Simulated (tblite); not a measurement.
Run record: tight-binding relaxation, `C(/C=C/Br)=C\C=C\[N+]#[C-]`.

Computed with GFN2-xTB geometry optimisation, gas phase (tblite 0.8.0). Start geometry: from a force field or distance geometry. A driver script takes a list of jobs; this job's settings line and coordinates (Å) are shown.

Input:
```
{"job": {"kind": "relax", "xc": "GFN2-xTB", "basis": "xTB"}, "charge": 0, "multiplicity": 1}
C     -4.149300    -2.156500     1.259200
N     -3.132700    -2.050300     0.708100
C     -1.901300    -1.928000     0.088700
C     -1.259200    -0.775800     0.156300
C      0.028500    -0.530900    -0.451700
C      0.562500     0.668400    -0.295800
C      1.874800     1.025100    -0.892700
C      2.352200     2.256400    -0.669400
Br     4.025300     2.826000    -1.387100
H     -1.473300    -2.754700    -0.481800
H     -1.735400     0.016200     0.742100
H      0.534600    -1.291000    -1.039200
H      0.058100     1.433300     0.297900
H      2.430900     0.292200    -1.486600
H      1.779800     2.977600    -0.075600
```

Output:
```
step      E/eV     max force
  0    -677.56372    2.443
  1    -677.63287    2.742
  2    -677.69191    1.505
  3    -677.73063    0.591
  4    -677.75033    0.340
  5    -677.76493    0.258
  6    -677.77151    0.233
  7    -677.78015    0.200
  8    -677.78278    0.128
  9    -677.78411    0.117
... (25 lines left out)
 35    -677.80918    0.049
 36    -677.80942    0.043
 37    -677.80958    0.043
 38    -677.80974    0.042
 39    -677.80988    0.034
 40    -677.81000    0.021
 41    -677.81006    0.016
 42    -677.81010    0.013
 43    -677.81011    0.010
 44    -677.81012    0.008
```

«max force» is the largest atomic force in eV/Å.

Task: From which step on does the largest force stay under 0.1 eV/Å, and how much energy is left to gain from there?

Result: From step 31 (0.090 eV/Å), 2.7 meV above the end.

Main results: energy lowered by 5.7 kcal/mol over 44 steps; largest atomic force 0.008 eV/Å at the end.

The run took 0.26 s wall on an Arm Neoverse V2 with one thread (shared host).
Labels such as C1 count atoms from 1, the log's own numbers from 0.
